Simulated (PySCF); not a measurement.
Species: C₇H₁₃O₂P.
Numbering: `[CH3:1][CH2:2][P@@:3]1(=[O:4])[CH2:5][CH:6]=[C:7]([O:8][CH3:9])[CH2:10]1`

Cartesian coordinates in Å at the GFN2-xTB level; atoms count from 1:
```
atom  x, y, z in Å
C1    -3.0000   -0.6398    0.8789
C2    -2.0499    0.4478    0.4026
P3    -1.1059   -0.1625   -1.0556
O4    -1.9428   -0.7092   -2.1290
C5     0.0763    1.1846   -1.4933
C6     1.2483    0.9236   -0.5990
C7     1.3219   -0.2923   -0.0602
O8     2.2711   -0.7941    0.7723
C9     3.3414    0.0529    1.1182
C10    0.2244   -1.2593   -0.3960
H11   -2.4485   -1.4881    1.2795
H12   -3.5960   -0.9912    0.0387
H13   -3.6679   -0.2639    1.6517
H14   -1.3622    0.7606    1.1884
H15   -2.6149    1.3200    0.0617
H16   -0.3481    2.1807   -1.3514
H17    0.3341    1.0792   -2.5526
H18    1.9778    1.7016   -0.4482
H19    3.9930   -0.5341    1.7630
H20    2.9875    0.9362    1.6595
H21    3.8952    0.3740    0.2305
H22    0.5272   -1.9456   -1.1916
H23   -0.0667   -1.8540    0.4696
```

NICS = −σ at a ghost point: NICS(0) at the centroid of the ring atoms, NICS(1) 1 Å to either side along the normal of their mean plane, zz for the tensor component along that normal. Level: GIAO PBE0/pcSseg-1 (PySCF, non-relativistic, gas phase) on the GFN2-xTB geometry, one conformer.

Ring bond lengths (Å), with Mayer bond orders in brackets: P3–C5 1.845 (0.91), C5–C6 1.497 (1.00), C6–C7 1.332 (1.75), C7–C10 1.501 (1.03), C10–P3 1.846 (0.89).

Task: What do the NICS probes read (ppm)?

Result: 
```csv
ring,type,NICS(0),"NICS(1), two faces","NICS(1)zz, two faces",rms pucker (Å),"centre to ring atoms, mean (Å)"
P3–C5–C6–C7–C10,"5-membered ring with P; formal bonds 1 double, 4 single",-4.5,-1.5 / -5.3,1.1 / -3.5,0.13,1.35
```

Task: What do they say, and how far can they be read as aromaticity?

Result: 
- P3–C5–C6–C7–C10: mean NICS(1)zz -1.2 ppm, near zero. P3, C5, C10 have four or more neighbours; no verdict on aromaticity is drawn. The two faces differ by 4.6 ppm, so no symmetry operation interchanges them.

Task: List the ring angles and the Hirshfeld charges of the ring atoms.

Result: 
- P3–C5–C6–C7–C10: P3 93.3° (+0.442 e), C5 103.4° (-0.118 e), C6 116.4° (-0.100 e), C7 117.2° (+0.069 e), C10 102.9° (-0.123 e); sum 533.2° against 540° for a flat convex ring.

On an x86-64 server with one thread (shared host), this took 54 s. This is the whole shielding run at PBE0/pcSseg-1, SCF included.
